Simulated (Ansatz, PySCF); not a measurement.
Stretching the C2–H3 bond in CH4MgO (SMILES [CH3][Mg][OH]) (multiplicity 1 held, fragments rigid). Energies count from the point at 1.093 Å.
Geometry at that point (charge 0, multiplicity 1):
```json
[
 {"atom": "Mg", "x (Å)": "0.0124", "y (Å)": "-0.0817", "z (Å)": "0.0586"},
 {"atom": "C", "x (Å)": "-0.2428", "y (Å)": "1.5945", "z (Å)": "-1.1443"},
 {"atom": "H", "x (Å)": "-1.0267", "y (Å)": "2.2490", "z (Å)": "-0.7549"},
 {"atom": "H", "x (Å)": "-0.5240", "y (Å)": "1.3151", "z (Å)": "-2.1628"},
 {"atom": "H", "x (Å)": "0.6757", "y (Å)": "2.1836", "z (Å)": "-1.2072"},
 {"atom": "O", "x (Å)": "0.2295", "y (Å)": "-1.5076", "z (Å)": "1.0820"},
 {"atom": "H", "x (Å)": "0.3461", "y (Å)": "-2.2730", "z (Å)": "1.6312"}
]
```

R- and RO- levels are restricted; in cc, def2 and unpolarised 6-31G sets they are followed outwards from rest. U- levels take the lowest unrestricted solution at each point, which mixes spins at long bonds. Active spaces are followed from a long bond inwards. Left out are points that failed, MP2 points in a non-variational dive below the minimum, coupled-cluster points behind a sign of a changed root (a jump of the amplitudes, or a one-step jump against full CI or MRCI), small-basis points behind a change of solution, and semi-empirical points at long bonds. Levels need not reach the same state.

Cores are frozen in the correlated methods. Rows in 6-31G* carry no dispersion term and start afresh at each structure (6-31G* with six Cartesian d functions).

Run with Ansatz (a quantum-chemistry and plane-wave program); PySCF for 6-31G* rows. 

Energies in kcal/mol.

```json
[
 {"R (Å)": "0.874", "R-BP86/6-31G*": "31.4", "U-B3LYP/6-31G*": "29.9", "R-CCSD(T)/def2-TZVPP": "28.7", "FIC-MRCISD on CASSCF(2,2)/def2-TZVPP": "28.5", "FIC-MRCISD+Q on CASSCF(2,2)/def2-TZVPP": "28.5"},
 {"R (Å)": "0.984", "R-BP86/6-31G*": "6.8", "U-B3LYP/6-31G*": "6.1", "R-CCSD(T)/def2-TZVPP": "5.7", "FIC-MRCISD on CASSCF(2,2)/def2-TZVPP": "5.6", "FIC-MRCISD+Q on CASSCF(2,2)/def2-TZVPP": "5.6"},
 {"R (Å)": "1.093", "R-BP86/6-31G*": "0.0", "U-B3LYP/6-31G*": "0.0", "R-CCSD(T)/def2-TZVPP": "0.0", "FIC-MRCISD on CASSCF(2,2)/def2-TZVPP": "0.0", "FIC-MRCISD+Q on CASSCF(2,2)/def2-TZVPP": "0.0"},
 {"R (Å)": "1.202", "R-BP86/6-31G*": "2.8", "U-B3LYP/6-31G*": "3.4", "R-CCSD(T)/def2-TZVPP": "3.6", "FIC-MRCISD on CASSCF(2,2)/def2-TZVPP": "3.6", "FIC-MRCISD+Q on CASSCF(2,2)/def2-TZVPP": "3.6"},
 {"R (Å)": "1.312", "R-BP86/6-31G*": "10.5", "U-B3LYP/6-31G*": "11.8", "R-CCSD(T)/def2-TZVPP": "11.9", "FIC-MRCISD on CASSCF(2,2)/def2-TZVPP": "11.9", "FIC-MRCISD+Q on CASSCF(2,2)/def2-TZVPP": "12.0"},
 {"R (Å)": "1.475", "R-BP86/6-31G*": "25.9", "U-B3LYP/6-31G*": "28.0", "R-CCSD(T)/def2-TZVPP": "28.0", "FIC-MRCISD on CASSCF(2,2)/def2-TZVPP": "27.9", "FIC-MRCISD+Q on CASSCF(2,2)/def2-TZVPP": "28.1"},
 {"R (Å)": "1.639", "R-BP86/6-31G*": "42.3", "U-B3LYP/6-31G*": "45.1", "R-CCSD(T)/def2-TZVPP": "44.7", "FIC-MRCISD on CASSCF(2,2)/def2-TZVPP": "44.4", "FIC-MRCISD+Q on CASSCF(2,2)/def2-TZVPP": "44.7"},
 {"R (Å)": "1.913", "R-BP86/6-31G*": "67.3", "U-B3LYP/6-31G*": "71.3", "R-CCSD(T)/def2-TZVPP": "68.9", "FIC-MRCISD on CASSCF(2,2)/def2-TZVPP": "68.0", "FIC-MRCISD+Q on CASSCF(2,2)/def2-TZVPP": "68.7"},
 {"R (Å)": "2.186", "R-BP86/6-31G*": "87.8", "U-B3LYP/6-31G*": "91.4", "R-CCSD(T)/def2-TZVPP": "86.5", "FIC-MRCISD on CASSCF(2,2)/def2-TZVPP": "85.1", "FIC-MRCISD+Q on CASSCF(2,2)/def2-TZVPP": "86.2"},
 {"R (Å)": "2.514", "R-BP86/6-31G*": "106.3", "U-B3LYP/6-31G*": "103.3", "R-CCSD(T)/def2-TZVPP": "98.6", "FIC-MRCISD on CASSCF(2,2)/def2-TZVPP": "97.8", "FIC-MRCISD+Q on CASSCF(2,2)/def2-TZVPP": "99.2"},
 {"R (Å)": "2.951", "R-BP86/6-31G*": "left out", "U-B3LYP/6-31G*": "109.4", "R-CCSD(T)/def2-TZVPP": "101.9", "FIC-MRCISD on CASSCF(2,2)/def2-TZVPP": "105.5", "FIC-MRCISD+Q on CASSCF(2,2)/def2-TZVPP": "107.1"},
 {"R (Å)": "3.497", "R-BP86/6-31G*": "left out", "U-B3LYP/6-31G*": "left out", "R-CCSD(T)/def2-TZVPP": "93.9", "FIC-MRCISD on CASSCF(2,2)/def2-TZVPP": "108.3", "FIC-MRCISD+Q on CASSCF(2,2)/def2-TZVPP": "110.1"}
]
```

Doubts at one or more of the structures used: a restricted determinant that unrestricted orbitals would lower (R-BP86/6-31G*, R-CCSD(T)/def2-TZVPP); a spin-contaminated determinant (U-B3LYP/6-31G*); other coupled-cluster roots lie near (R-CCSD(T)/def2-TZVPP); T1 above 0.05 (R-CCSD(T)/def2-TZVPP).
